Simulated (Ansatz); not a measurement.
Two isomers of CH4ClNOSi: A = `O[Si]1(Cl)CN1`, B = `Cl[SiH]1NCO1`.

Gas-phase electronic energies from Ansatz, PBE0-D4/def2-TZVP geometries. CBS: MP2 limit from def2 TZ/QZ plus the TZ coupled-cluster correction, frozen cores. DFT in def2-TZVPP. B3LYP here is the variant with VWN-RPA as its local correlation; programs differ in this. One conformer a species, not always the lowest.

Which is lower in electronic energy at CCSD(T)/CBS, and by how much? (An estimate is asked.)

Ansatz gave: B, by 6.3 kcal/mol.

Give E(B) − E(A) in kcal/mol with PBE0-D4, B2PLYP, MP2/def2-TZVPP, PBE-D4, B3LYP, r2SCAN-D4, CCSD(T)/def2-TZVPP. (Estimate.)

Ansatz gave: PBE0-D4 -6.5, B2PLYP -6.6, MP2/def2-TZVPP -6.1, PBE-D4 -5.2, B3LYP -6.4, r2SCAN-D4 -5.3, CCSD(T)/def2-TZVPP -7.2. None reverses the order clearly.

Largest T1 diagnostic: 0.011.

In def2-TZVPP, CCSD(T) changes the Hartree–Fock value by +4.0 kcal/mol (the triples alone add +0.5 kcal/mol) and MP2 by +5.1 kcal/mol. From PBE to PBE0 (25 % exact exchange), in def2-TZVPP and without D4, E(B) − E(A) moves by −1.3 kcal/mol.
